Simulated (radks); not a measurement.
Values are calculated unless marked as measured or tabulated.
Spherical quantum dot in the effective-mass picture: electrons in a parabolic well V = omega^2 r^2 / 2 with omega = 1.52, all in effective atomic units (hartree* = m*/eps^2 hartree, bohr* = eps/m* bohr), one dielectric constant everywhere. Level of theory: non-relativistic Kohn-Sham, LDA (Slater exchange, Perdew-Wang correlation), spin-polarised, spherical densities (a radial shooting solver with Libxc functionals). Levels are named by radial order and angular momentum (1s, 1p, 1d, 2s, ...), and open shells are averaged over m. Results are scaled to m* = 0.026 and eps = 12.1, for which hartree* = 4.832 meV and bohr* = 24.63 nm.

N = 2, configuration 1s2. This is the lowest configuration that the search found. Occupied and some empty levels:

level,occupation,eigenvalue (meV),<r> (nm)
1s,2,17.189,23.91
1p,0,23.754,31.21
1d,0,30.584,37.01
2s,0,31.012,34.39

Energy (meV): total 26.7730, kinetic 9.8657, external 12.320, Hartree 8.9519, exchange-correlation -4.3644.
